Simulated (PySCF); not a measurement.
**Radial density of Xe²⁺ (xenon, charge +2)**

UHF, [Kr] 4d10 5s2 5p4, high-spin 3P determinant. Calculation: PySCF 2.14, in x2c-SVPall (6s5p3d, 36 functions); the spin-free X2C one-electron Hamiltonian (Gaussian nucleus).

| r (bohr) | 4πr²ρ (e/bohr) | 4πr²(ρα − ρβ) |
| --- | --- | --- |
| 0.0201 | 70.53 | 0.0108 |
| 0.0338 | 60.80 | 0.0349 |
| 0.0568 | 76.70 | 0.0605 |
| 0.0956 | 87.85 | 0.0125 |
| 0.161 | 64.88 | 0.0472 |
| 0.270 | 73.24 | 0.0840 |
| 0.455 | 26.28 | 0.1342 |
| 0.765 | 28.02 | 0.1120 |
| 1.29 | 8.054 | 0.6152 |
| 2.16 | 3.315 | 1.0986 |
| 3.64 | 0.3402 | 0.1389 |
| 6.12 | 0.001879 | 0.0008 |

Densities and radii are taken from the X2C orbitals without a picture-change correction, which distorts them close to the nucleus.
